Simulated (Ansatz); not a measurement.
This geometry of ClGaH$_{6}$NSi (10 atoms, charge 0, multiplicity 2) is a first-order saddle point.

Theory: Ansatz, UKS PBE/def2-SVP.

```xyz
10
Properties=species:S:1:pos:R:3
Ga 0.183 -0.121 0.021
Cl 0.229 -0.782 2.306
H 1.327 0.852 -0.488
N -1.559 0.077 -0.544
H -2.279 -0.586 -0.244
H -1.765 0.427 -1.485
Si -0.122 -0.086 4.640
H -1.436 -0.634 5.121
H 1.008 -0.561 5.511
H -0.159 1.413 4.584
```

**Question.** Which two structures does it join? (They come from a converged band through this point; their orientation in space is the band's.)

**Answer.** Bonds broken: Ga1–Cl2, Ga1–Si7. Bonds formed: Cl2–Si7. ClGaH6NSi becomes ClH3Si + GaH3N.

Image 0:

```xyz
10
Properties=species:S:1:pos:R:3
Ga 0.402 -0.238 1.011
Cl 0.704 -2.413 1.024
H 1.542 0.714 0.503
N -1.406 0.129 0.546
H -2.140 -0.568 0.716
H -1.799 1.077 0.574
Si -0.367 0.255 3.415
H -1.480 -0.683 3.786
H 0.812 0.047 4.331
H -0.842 1.680 3.517
```

Image 8:

```xyz
10
Properties=species:S:1:pos:R:3
Ga 0.247 -0.163 0.069
Cl 0.101 -1.955 2.590
H 1.139 0.827 0.985
N -1.525 0.364 -0.097
H -2.178 -0.109 -0.726
H -1.799 1.344 0.033
Si -0.103 -0.339 3.916
H -0.626 -0.888 5.211
H 1.245 0.284 4.119
H -1.073 0.635 3.322
```

**Question.** How far does it lie above each of them?

**Answer.** 0.88 eV above the first and 0.35 eV above the second. This is the barrier of this one path; another mechanism may lie lower.

Run time: 4.7 min on 4 threads of Arm Neoverse V2, with other jobs on the host, peak memory 0.2 GiB.
